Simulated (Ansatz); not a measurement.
`FC(F)[SiH3]` + `O[SiH3]` → `FC([SiH3])O[SiH3]` + H–F  (substitution at a C–F bond)

Isolated molecules relaxed with PBE0-D4/def2-TZVP in Ansatz; ΔE leaves out vibrations. CBS: MP2 limit from def2 TZ/QZ plus the TZ coupled-cluster correction, frozen cores. This one scheme is used for every species. Functionals use def2-TZVPP. Each species was taken in one conformer, which may not be the lowest.

CCSD(T)/CBS gives -9.3 kJ/mol.

(1) Another level gave +1.9 kJ/mol. Which?
A. PBE0/def2-TZVPP
B. MP2/def2-TZVPP
C. HF/def2-TZVPP
D. PBE0-D4/def2-TZVPP

Largest T1 diagnostic among the species: 0.012.

Results:

(1) A. PBE0 1.9, HF/def2-TZVPP 8.0, PBE0-D4 -3.8, MP2/def2-TZVPP -11.5 kJ/mol.

The D4 term adds −10.0 kJ/mol with B3LYP and −5.7 kJ/mol with PBE0; it sums over pairs of atoms, weighted by their polarisabilities, and B3LYP, whose exchange is more repulsive, gets the larger term. In def2-TZVPP, CCSD(T) changes the Hartree–Fock value by −15.4 kJ/mol (the triples alone add −2.0 kJ/mol) and MP2 by −19.4 kJ/mol.

B3LYP here is the variant with VWN-RPA as its local correlation; programs differ in this.
